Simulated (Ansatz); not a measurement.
BiH2(SiH3) (SiBiH5), relaxed as a singlet with RKS PBE-D4/def2-TZVP in Ansatz, starting from the GFN2-xTB geometry. Force threshold 0.02 eV/Å.

In the def2 sets Bi takes a core potential; there is no spin–orbit coupling.

Start:

```xyz
7

Bi   -1.110   -0.011    1.387
H    -2.184   -0.686    0.135
H    -0.371   -1.623    1.581
Si    0.632    0.481   -0.479
H     0.943   -0.655   -1.335
H     1.907    0.941    0.076
H     0.183    1.554   -1.365
```

Q: Estimate the energy that the relaxation releases and the steps that it takes.

A: 8.2 kJ/mol, in 5 steps; 5.5 s on 4 threads of Arm Neoverse N1 on a shared host. No frequencies were taken in this run, so the end may be a saddle point.

Q: Does the start keep its bonding and symmetry?

A: By distances, no bond broke or formed. The bond that changes most is Bi1–Si4, from 2.60 to 2.69 Å (atoms count from 1).

Q: Predict the relaxed structure.

A: 
```xyz
7

Bi   -1.149   -0.010    1.388
H    -2.213   -0.749    0.128
H    -0.365   -1.615    1.663
Si    0.667    0.502   -0.524
H     0.922   -0.681   -1.400
H     1.956    0.916    0.116
H     0.183    1.637   -1.372
```
Bond lengths: 1 × Bi–Si 2.69 Å; 3 × H–Si 1.49 to 1.50 Å; 2 × Bi–H 1.81 Å.
